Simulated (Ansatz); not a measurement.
Computed with Ansatz on PBE0-D4/def2-TZVP structures; ΔE is electronic, products minus reactants. CBS: MP2 limit from def2 TZ/QZ plus the TZ coupled-cluster correction, frozen cores. This one scheme is used for every species. Functionals use def2-TZVPP. B3LYP here is the variant with VWN-RPA as its local correlation; programs differ in this. For Ge outer-core shells are correlated without core-valence functions, which leaves a few kJ/mol of doubt a bond. Scalar relativity is left out up to krypton. Each species was taken in one conformer, which may not be the lowest.

Consider the ligand exchange at the Si–S bond: `F[Si](F)(Cl)[S][GeH2][Cl]` + HCl → `F[Si](F)(Cl)Cl` + `[SH][GeH2][Cl]`.

`F[Si](F)(Cl)[S][GeH2][Cl]`:

```xyz
9

F     0.315    0.884    1.673
Si    1.403    0.574    0.571
F     2.436    1.764    0.566
Cl    2.384   -1.098    1.121
S     0.534    0.474   -1.334
Ge   -1.467   -0.350   -0.795
Cl   -1.242   -2.267    0.139
H    -2.188    0.561    0.196
H    -2.173   -0.543   -2.138
```

HCl:

Z-matrix (Å, degrees):
```
Cl
H 1 1.279
```

`F[Si](F)(Cl)Cl`:

```xyz
5

F    -0.567    1.503   -0.200
Si   -0.029    0.034   -0.066
F    -0.157   -0.651   -1.474
Cl    1.904    0.081    0.476
Cl   -1.151   -0.966    1.264
```

`[SH][GeH2][Cl]`:

```xyz
6

S     1.391   -0.431   -1.007
Ge   -0.436   -0.223    0.210
Cl   -1.569    1.509   -0.398
H     2.010    0.610   -0.425
H    -0.100   -0.008    1.688
H    -1.296   -1.457   -0.068
```

```
             level  ΔE (kJ/mol)  difference from CCSD(T)/CBS
         r2SCAN-D4        -32.3                         -1.8
           ωB97M-V        -32.1                         -1.6
               PBE        -34.7                         -4.2
             B3LYP        -42.8                        -12.3
     HF/def2-TZVPP        -50.0                        -19.5
CCSD(T)/def2-TZVPP        -31.4                         -0.9
     HF/def2-QZVPP        -51.0                        -20.5
SCS-MP2/def2-QZVPP        -33.6                         -3.1
      HF/CBS(def2)        -51.1                        -20.6
     MP2/CBS(def2)        -28.8                          1.7
       CCSD(T)/CBS        -30.5                            0
```

Largest T1 diagnostic among the species: 0.011.

In def2-TZVPP, CCSD(T) changes the Hartree–Fock value by +18.6 kJ/mol (the triples alone add +3.3 kJ/mol) and MP2 by +20.3 kJ/mol. The D4 term adds +15.1 kJ/mol with B3LYP and +8.8 kJ/mol with PBE0; it sums over pairs of atoms, weighted by their polarisabilities, and B3LYP, whose exchange is more repulsive, gets the larger term.
